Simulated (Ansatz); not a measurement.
Born–Oppenheimer molecular dynamics of BFH$_{3}$NO (7 atoms, charge 0, multiplicity 1). It starts from a relaxed structure.

Level of theory: RKS r2SCAN-D4/def2-SVP (Ansatz).

```yaml
ensemble: NVE (velocity Verlet)
time_step: 0.5 fs
steps_asked: 150
starting_velocities_drawn_for: 500 K
seed: 543171
```

First frame:

```xyz
7
Properties=species:S:1:pos:R:3
B -0.042 -0.189 0.064
F -0.199 -0.276 1.393
O 1.242 -0.231 -0.396
H 1.310 -0.166 -1.354
N -1.196 -0.062 -0.738
H -2.118 -0.038 -0.322
H -1.200 0.011 -1.746
```

(1) How far do the bonds stretch over the last three quarters of this one trajectory? (Pairs bonded in most of those frames.)

## Answers

(1) 
```json
{"bond": "B1–F2", "mean (Å)": "1.346", "spread (Å)": "0.013", "shortest": "1.33", "longest": "1.37"}
{"bond": "B1–O3", "mean (Å)": "1.367", "spread (Å)": "0.011", "shortest": "1.35", "longest": "1.39"}
{"bond": "B1–N5", "mean (Å)": "1.413", "spread (Å)": "0.016", "shortest": "1.38", "longest": "1.44"}
{"bond": "O3–H4", "mean (Å)": "0.964", "spread (Å)": "0.011", "shortest": "0.95", "longest": "0.98"}
{"bond": "N5–H6", "mean (Å)": "1.018", "spread (Å)": "0.032", "shortest": "0.97", "longest": "1.07"}
{"bond": "N5–H7", "mean (Å)": "1.015", "spread (Å)": "0.044", "shortest": "0.95", "longest": "1.08"}
```

Mean temperature of the second half: 245 K. The conserved energy stayed within 0.67 meV per atom of its start (net change 0.32 meV per atom), so the integration is sound. Over the second half the temperature averaged 0.49 of the 500 K drawn at the start: a run that starts near a minimum puts about half its kinetic energy into the potential. A run of 0.075 ps of so small a system gives no equilibrium averages.

Run time: 5.4 min on 1 thread of AMD EPYC 7R43 64-Core Processor (Zen 3), with other jobs on the host, peak memory 0.13 GiB.
